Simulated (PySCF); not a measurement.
Calculated NMR parameters of C=C[Si@H]1C[C@@H](C#N)C1

| Property | Result |
| --- | --- |
| Formula | C6H9NSi |
| SMILES | C=C[Si@H]1C[C@@H](C#N)C1 |
| Point group of the computed structure | Cs |
| Degrees of unsaturation | 4 |
| Carbon signals | 5 |
| Proton signals | 7 |

Bonds (- single, = double, # triple, : aromatic): C1=C2, C2-Si3, Si3-C4, C4-C5, C5-C6, C6#N7, C5-C8, C8-Si3. C1 carries H9, H10; C2 carries H11; Si3 carries H12; C4 carries H13, H14; C5 carries H15; C8 carries H16, H17. Stereochemistry as in C=C[Si@H]1C[C@@H](C#N)C1. H14, H17 are cis to C2 on the ring; H10 is cis to Si3; H13, H16 are trans to C2 on the ring; H9 is trans to Si3.

- NMR shieldings at PBE0/pcSseg-1/GIAO
- coordinates at the GFN2-xTB level
- program: PySCF
- in vacuum, non-relativistic Hamiltonian, one computed conformer, averaged over atoms made equivalent by symmetry, fast rotation or ring inversion

Chemical shifts δ = σref − σ; ¹H (31.72 ppm) and ¹³C (186.93 ppm) and ²⁹Si (349.16 ppm) against TMS; NH3 for ¹⁵N (267.73 ppm), all at this level.

| carbon | δC, type | δH (multiplicity) | HMBC from (2–3 bonds) | span of the C tensor (ppm) |
| --- | --- | --- | --- | --- |
| C1 | 150.1, CH2 | H9 7.13 (m); H10 7.16 (m) | H11, H12 | 263 |
| C2 | 138.8, CH | 6.67 (m) | H10, H9, H12, H13/H16, H14/H17 | 248 |
| C4/C8 | 22.8, CH2 | H13 2.14 (m); H14 1.68 (m) | H11, H12, H15, H13/H16, H14/H17 | 47 |
| C5 | 19.5, CH | 3.15 (m) | H12, H13/H16, H14/H17 | 16 |
| C6 | 130.3, C | – | H15, H13/H16, H14/H17 | 365 |

Other nuclei:
```
atoms  nucleus                                                environment  δ (ppm)  σ (ppm)
  H12       ¹H  hydrogen on a silicon bonded to 3 C, in a 4-membered ring     5.07    26.64
  Si3     ²⁹Si             silicon bonded to 3 C, H, in a 4-membered ring    -19.4    368.5
   N7      ¹⁵N                                           nitrile nitrogen    298.1    -30.4
```

Carbon types of the structure: 1 × C, 2 × CH, 3 × CH2, leaving 1 H on heteroatoms. δC 150.1: terminal =CH2 carbon; as expected for a trigonal carbon in a double bond. δC 138.8: alkene CH; as expected for a trigonal carbon in a double bond. δC 130.3: nitrile carbon; C≡N carbons fall here, among the sp2 signals but without a proton. δH 7.16, 7.13: hydrogen on a terminal =CH2 carbon; attached to an sp2 carbon and in the plane of the double bond. δH 6.67: hydrogen on an alkene CH; olefinic region.

Shifts are as computed. Against solution values, carbons near 30 ppm lie about +3 ppm off and those near 130 ppm about +5 ppm. Of 1211 compounds with measured shifts, 218 miss one by over three times the rms of a fit or turn the order of signals round; such compounds aren't used in these exercises. Experimental scales use liquid or dissolved standards, which lie at an offset from isolated NH3 (liquid NH3: subtract about 20 ppm). Unscaled 15N shifts of sp2 nitrogen come out 20 to 40 ppm too high even then. No couplings were computed; multiplicities are counted from neighbouring protons, with m where these are inequivalent, close in shift, in a saturated or five-membered ring or joined by F or P, and br s for small geminal =CH2 splittings.
